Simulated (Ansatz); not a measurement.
# AsBH6: where a starting geometry ends

The starting geometry of this gas-phase triplet was optimised with GFN2-xTB as a singlet; its bonds are those of `[BH3-][AsH3+]`.

| atom | x (Å) | y (Å) | z (Å) |
| --- | --- | --- | --- |
| As | -2.4718 | 1.3669 | 0.0215 |
| B | -1.0936 | -0.0902 | 0.4909 |
| H | -1.2045 | -0.8835 | -0.3894 |
| H | -1.4498 | -0.4839 | 1.5562 |
| H | -0.0553 | 0.4914 | 0.5028 |
| H | -3.9249 | 1.0832 | -0.0992 |
| H | -2.4171 | 2.1455 | -1.2425 |
| H | -2.6778 | 2.5710 | 0.8677 |

Task: Where would you expect an optimisation with PBE0-D4/def2-SVP to take it?

Result: It falls apart into AsBH5 + H. Contacts that open: As1–H7 (1.49 → 4.35 Å).

The energy falls by 4.00 eV over 21 steps:

```csv
step,E − E(last) (eV)
1,3.995
3,1.674
5,0.590
8,0.168
10,0.073
12,0.014
14,0.004
17,0.000
19,0.000
21,0.000
```

Final geometry (Å):

```xyz
8

As   -2.4856    1.1855    0.2714
B    -1.0339   -0.2371    0.6300
H    -1.1677   -1.1360   -0.1697
H    -1.6406   -0.4037    1.7086
H     0.0361    0.3196    0.7321
H    -3.8798    0.6093    0.4287
H    -2.5489    3.6748   -3.2994
H    -2.5744    2.1879    1.4064
```

The end wasn't checked by frequencies. Open shells are spin-unrestricted. The triplet needn't be the ground state. Run with Ansatz 0.2.0, 39 s on 2 threads of Arm Neoverse V2, with other jobs on the host.
